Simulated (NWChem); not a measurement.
System: trimethylboroxine (C3H9B3O3); SMILES CB1OB(C)OB(C)O1

Input file for NWChem:

```
start job
memory heap 200 mb stack 900 mb global 1100 mb
geometry units angstroms noautoz
  C     -2.929113     0.283852    -0.006793
  B     -1.373185     0.128449    -0.016441
  O     -0.781807    -1.115294    -0.011382
  B      0.588296    -1.266611     0.005424
  C      1.222247    -2.695970     0.002873
  O      1.370078    -0.132600     0.016580
  B      0.816116     1.129085     0.011528
  C      1.711838     2.410720     0.005091
  O     -0.557257     1.238788    -0.004943
  H     -3.443433    -0.617336    -0.367918
  H     -3.254568     1.158343    -0.589125
  H     -3.262127     0.458811     1.031587
  H      0.965701    -3.213536    -0.936897
  H      0.792967    -3.309605     0.811070
  H      2.315383    -2.677981     0.104198
  H      1.336862     3.158966     0.720352
  H      2.766574     2.192851     0.219678
  H      1.656936     2.886020    -0.989636
end
basis spherical
  C library def2-svp
  B library def2-svp
  O library def2-svp
  H library def2-svp
end
dft
  xc r2scan
  grid coarse
  iterations 150
  semidirect filesize 400000000
  mulliken
end
task dft gradient
```

NWChem printed, in part:

```
             Northwest Computational Chemistry Package (NWChem) 7.3.0
             --------------------------------------------------------

 C1  symmetry detected

                             Geometry "geometry" -> ""
                             -------------------------

 Output coordinates in angstroms (scale by  1.889725989 to convert to a.u.)

  No.       Tag          Charge          X              Y              Z
 ---- ---------------- ---------- -------------- -------------- --------------
    1 C                    6.0000    -2.93425945     0.28035888     0.00384421
    2 B                    5.0000    -1.37812316     0.12752701    -0.01156346
    3 O                    8.0000    -0.78467117    -1.11523354    -0.00822648
    4 B                    5.0000     0.58573385    -1.26427633     0.00351326
    5 C                    6.0000     1.22203746    -2.69258521    -0.00084578
    6 O                    8.0000     1.36567278    -0.12896880     0.01129718
    7 B                    5.0000     0.80960679     1.13179565     0.00782014
    8 C                    6.0000     1.70317444     2.41490846    -0.00247330
    9 O                    8.0000    -0.56399803     1.23921921    -0.00355595
   10 H                    1.0000    -3.44843330    -0.62182357    -0.35499868
   11 H                    1.0000    -3.26333837     1.15407679    -0.57761094
   12 H                    1.0000    -3.26367635     0.45518247     1.04339373
   13 H                    1.0000     0.96283561    -3.21095141    -0.93944523
   14 H                    1.0000     0.79680050    -3.30660597     0.80919351
   15 H                    1.0000     2.31551352    -2.67274671     0.09638179
   16 H                    1.0000     1.32963771     3.16281936     0.71389042
   17 H                    1.0000     2.75906514     2.19887112     0.20825214
   18 H                    1.0000     1.64376485     2.88971849    -0.99717530

 Effective nuclear repulsion energy (a.u.)     414.3060973966

                                 NWChem DFT Module
                                 -----------------

 Summary of "ao basis" -> "ao basis" (spherical)
 ------------------------------------------------------------------------------
       Tag                 Description            Shells   Functions and Types
 ---------------- ------------------------------  ------  ---------------------
 C                          def2-svp                 6       14   3s2p1d
 B                          def2-svp                 6       14   3s2p1d
 O                          def2-svp                 6       14   3s2p1d
 H                          def2-svp                 3        5   2s1p

            General Information
            -------------------
          SCF calculation type: DFT
          Wavefunction type:  closed shell.
          No. of atoms     :    18
          No. of electrons :    66
           Alpha electrons :    33
            Beta electrons :    33
          Charge           :     0
          Spin multiplicity:     1
          Use of symmetry is: off; symmetry adaption is: off
          Maximum number of iterations: 150
          AO basis - number of functions:   171
                     number of shells:    81
          Convergence on energy requested:  1.00D-06
          Convergence on density requested:  1.00D-05
          Convergence on gradient requested:  5.00D-04

              XC Information
              --------------
                      r^2SCAN Method XC Functional
               r^2SCAN metaGGA Exchange Functional  1.000
                     r^2SCAN Correlation Potential  1.000

             Grid Information
             ----------------
          Grid used for XC integration:  coarse
          Radial quadrature: Mura-Knowles
          Angular quadrature: Lebedev.
          Tag              B.-S. Rad. Rad. Pts. Rad. Cut. Ang. Pts.
          ---              ---------- --------- --------- ---------
          C                   0.70       35          13.0       302
          B                   0.85       35          11.0       302
          O                   0.60       35          12.0       302
          H                   0.35       35          14.0       302
          Grid pruning is: on
          Number of quadrature shells:   630
          Spatial weights used:  Erf1

[...]

                         DFT ENERGY GRADIENTS

    atom               coordinates                        gradient
                 x          y          z           x          y          z
   1 C      -5.544946   0.529801   0.007264   -0.000984   0.000198   0.000341
   2 B      -2.604275   0.240991  -0.021852    0.004500  -0.000417   0.000186
   3 O      -1.482814  -2.107486  -0.015546    0.002118   0.003250  -0.000010
   4 B       1.106876  -2.389136   0.006639   -0.001857   0.004073  -0.000059
   5 C       2.309316  -5.088248  -0.001598    0.000153  -0.000989  -0.000111
   6 O       2.580747  -0.243716   0.021349   -0.003832   0.000382   0.000006
   7 B       1.529935   2.138784   0.014778   -0.002533  -0.003743  -0.000120
   8 C       3.218533   4.563515  -0.004674    0.000415   0.000944  -0.000237
   9 O      -1.065802   2.341785  -0.006720    0.001554  -0.003542   0.000001
  10 H      -6.516594  -1.175076  -0.670850    0.000271   0.000226  -0.000078
  11 H      -6.166815   2.180889  -1.091526    0.000257  -0.000321  -0.000064
  12 H      -6.167454   0.860170   1.971728    0.000237  -0.000090  -0.000222
  13 H       1.819495  -6.067818  -1.775294    0.000106   0.000326   0.000138
  14 H       1.505735  -6.248579   1.529154    0.000153   0.000368  -0.000040
  15 H       4.375686  -5.050759   0.182135   -0.000295   0.000115   0.000017
  16 H       2.512651   5.976862   1.349057    0.000087  -0.000413   0.000016
  17 H       5.213877   4.155264   0.393539   -0.000328  -0.000058   0.000052
  18 H       3.106265   5.460776  -1.884388   -0.000023  -0.000308   0.000184
```

Level: r2SCAN/def2-SVP. Coordinates come from a PBE0/def2-SVP optimisation. Not confirmed as a minimum by frequencies.
